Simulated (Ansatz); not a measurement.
Born–Oppenheimer molecular dynamics of BClH$_{5}$OP (9 atoms, charge 0, multiplicity 1). It starts at the highest image of a converged band. Of that band: Neighbouring images differ by up to 1.8 eV, so the band resolves the path poorly. A vibrational analysis at the climbing image gives one clearly imaginary mode, 704i cm⁻¹: a first-order saddle point.

The calculation used Ansatz 0.2.0, RKS PBE0/6-31G*.

* ensemble: NVE (velocity Verlet)
* time step: 0.5 fs
* steps asked: 200
* starting velocities drawn for: 100 K
* seed: 3931

First frame:

```xyz
9
Properties=species:S:1:pos:R:3
B -0.245 0.265 0.165
Cl -0.198 -0.455 2.253
H 0.879 0.013 -0.146
O -1.403 -0.166 -0.415
H -1.328 -1.081 -0.715
P -0.399 2.312 0.363
H -1.535 2.578 1.169
H 0.580 2.705 1.308
H -0.384 0.986 1.459
```

What does the run give?

All steps were run.

```yaml
steps_done: 200
time_covered: 100 fs
mean_temperature_over_the_second_half: 1615 K
spread_of_the_potential_energy_over_the_second_half: 19.5 meV per atom
mean_potential_energy_of_the_second_half_above_the_start: -152.3 meV per atom
```

The conserved energy stayed within 0.071 meV per atom of its start (net change 0.029 meV per atom), so the integration is sound. The kinetic energy rose, since the run started high on the potential surface and went downhill. It ends in pieces (BClH2O + H3P), so much of that is their flight and rotation, not heat. A run of 0.1 ps of so small a system gives no equilibrium averages. The orbitals stay closed-shell, which can raise the energy where a bond breaks towards radicals; this wasn't checked here.

What happens to the structure?

Between its relaxed ends the band would form B1–P6, Cl2–H9 and break B1–Cl2, P6–H9. These pairs go: B1–P6 2.06 → 4.27 Å, Cl2–H9 1.66 → 5.48 Å, B1–Cl2 2.21 → 1.82 Å, P6–H9 1.72 → 1.43 Å. In the last frame they stand as before the step (other bonds may differ from the relaxed reactants and products). It ends as BClH2O + H3P. Pairs count as bonded within 1.25 times the sum of covalent radii (0.12 Å more for H–H). The details hang on the random start.

How do temperature and energy run in time?


| time (fs) | T (K) | potential energy less start (eV) | conserved less start (meV/atom) |
| --- | --- | --- | --- |
| 0 | 100 | 0.000 | 0.00 |
| 5 | 61 | 0.036 | 0.05 |
| 10 | 51 | 0.045 | 0.07 |
| 15 | 97 | 0.003 | 0.03 |
| 20 | 157 | -0.051 | 0.02 |
| 25 | 235 | -0.122 | 0.05 |
| 30 | 377 | -0.251 | 0.05 |
| 35 | 564 | -0.420 | 0.00 |
| 40 | 633 | -0.482 | 0.00 |
| 45 | 691 | -0.534 | 0.07 |
| 50 | 1022 | -0.834 | 0.04 |
| 55 | 1517 | -1.282 | -0.01 |
| 60 | 1823 | -1.559 | -0.01 |
| 65 | 1825 | -1.561 | 0.03 |
| 70 | 1692 | -1.440 | 0.02 |
| 75 | 1589 | -1.348 | 0.01 |
| 80 | 1505 | -1.271 | 0.03 |
| 85 | 1418 | -1.192 | 0.06 |
| 90 | 1563 | -1.323 | 0.01 |
| 95 | 1778 | -1.518 | 0.00 |
| 100 | 1888 | -1.618 | 0.03 |

The run took 12 min on 1 thread of Arm Neoverse V1, on a shared host, peak memory 0.18 GiB.
